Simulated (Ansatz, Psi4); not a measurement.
Exact exchange and the HOMO–LUMO gap of CsNa (NaCs)

CsNa: 2 atoms, total charge 0, spin state singlet. As SMILES, `[Na][Cs]`. The coordinates come from a PBE0-D4/def2-TZVP relaxation.

The HOMO–LUMO gap y, in eV, basis def2-TZVPPD with a core potential; a is the functional's share of exact exchange. Programs: Ansatz 0.2.0, Psi4 1.11.

```
functional  program     a  y (eV)
       PBE   Ansatz     0    0.98
    revPBE   Ansatz     0    0.98
     TPSSh     Psi4   0.1       ?
     B3LYP   Ansatz   0.2    1.53
   r2SCAN0   Ansatz  0.25    1.84
      PBE0   Ansatz  0.25    1.77
     BHLYP   Ansatz   0.5    2.42
```

**Question.** Fit y = c + s·a to the known rows and predict TPSSh.

**Answer.** 
1. Means of the 6 rows: a = 0.2000, y = 1.587.
2. Σ(Δa)² = 0.175, Σ(Δa·Δy) = 0.5145, so the slope is 0.5145/0.175 = 2.94.
3. Intercept: 1.587 − (2.94) × 0.2000 = 0.999. The largest residual of the fit is 0.11.
4. TPSSh: 0.999 + (2.94) × 0.1 = 1.29 eV.

The run gave 1.37 eV, so the prediction is off by -0.08 eV, within the largest residual. Exact exchange lowers occupied levels and raises empty ones.
